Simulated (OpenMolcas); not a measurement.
**Zr²⁺: effect of the active space**

* Program: OpenMolcas
* Method: XMS-CASPT2, IPEA 0.25 Eh, imaginary shift 0.1 Eh
* Basis: ANO-RCC-VTZP
* Scalar Hamiltonian: DKH2, point nucleus
* Spin-orbit coupling: state interaction with AMFI integrals over the reference wave functions, term energies averaged over their components

A. 2 electrons in 5 orbitals (4d); 2S+1 = 3 even, 10 roots; 2S+1 = 1 even, 15 roots; closed shells correlated: 4s 4p; CASPT2 step about 4 core-seconds
B. 2 electrons in 6 orbitals (4d 5s); 2S+1 = 3 even, 15 roots; 2S+1 = 1 even, 21 roots kept (CI in the orbitals of an earlier block); closed shells correlated: 4s 4p; CASPT2 step of the order of 10 core-seconds
C. 2 electrons in 10 orbitals (4d 5d); 2S+1 = 3 even, 10 roots; 2S+1 = 1 even, 15 roots; closed shells correlated: 4s 4p; CASPT2 step roughly 2 core-minutes

Energies in cm-1 above 4d2 3F2, the measured ground level; measured values from Moore, Atomic Energy Levels, vol. II, NSRDS-NBS 35 (1971 reprint of NBS Circular 467, 1952); NIST levels as listed in Rynkun, Gaigalas and Jonsson, Astron. Astrophys. 637, A10 (2020).

```csv
Level,A,B,C,Measured
4d2 3F2,0.0,0.0,0.0,0.0
4d2 3F3,688,701,690,681
4d2 3F4,1501,1524,1509,1486
4d2 1D2,6150,5670,6510,5742
4d2 3P0,8270,8200,8420,8062
4d2 3P1,8550,8480,8680,8326
4d2 3P2,9090,9000,9220,8838
4d2 1G4,11430,11420,11710,11049
4d2 1S0,24050,23860,24810,23979
```

Deviations, from unrounded energies. A percentage is the sum of absolute deviations over the sum of measured energies, with the sign that they share, or ± where signs differ.

| Against measurement | Levels | A | B | C |
| --- | --- | --- | --- | --- |
| mean absolute deviation (cm-1) | 8 | 200 | 130 | 420 |
| fine structure of the ground term (%) | 2 | +1.0 | +2.7 | +1.5 |
| other terms of the ground configuration (%) | 6 | +2.3 | ±1.5 | +5.1 |

B lies closest to measurement on these levels and C furthest from it. The largest miss of B in the table is 4d2 1G4, by +370 cm-1. The ranking rests on the paired levels alone, and a cruder setting can come out closer through cancelling errors.

The two smallest mean deviations differ by little beside CASPT2's spread within terms, so their order carries little weight.

Among A to C the level of the table that moves most is 4d2 1S0, by 950 cm-1 (lowest in B, highest in C). Moves below CASPT2's spread within the term are not significant.

CASPT2 breaks the degeneracy within a term, and the mean is taken; among the terms shown or strongly mixed into the levels shown the widest spread is 1100 cm-1 (4d2 1G, C). Over all roots computed the reference weight is 0.87 to 0.94 in B; the roots of lowest weight are the least certain, and an intruder state may touch them. Levels of configurations with an s electron are missing; early in the row they begin among the upper levels of the d shell and mix with terms of their name (holds for A). Terms from blocks run as CI alone lack orbitals of their own (holds for B). Active for correlation alone: 5d; no level in the range computed is led by a configuration that fills it, so any true level of that kind is missing (holds for C). Computed and measured levels are paired by configuration, term and J; levels that our copy of the source lacks, or whose pairing is in doubt (as where it misses far off the trend of its configuration), stay unpaired and out of the deviations. Only configurations of the active space appear. The table leaves out levels that lie high or whose names do not pair safely across all columns.
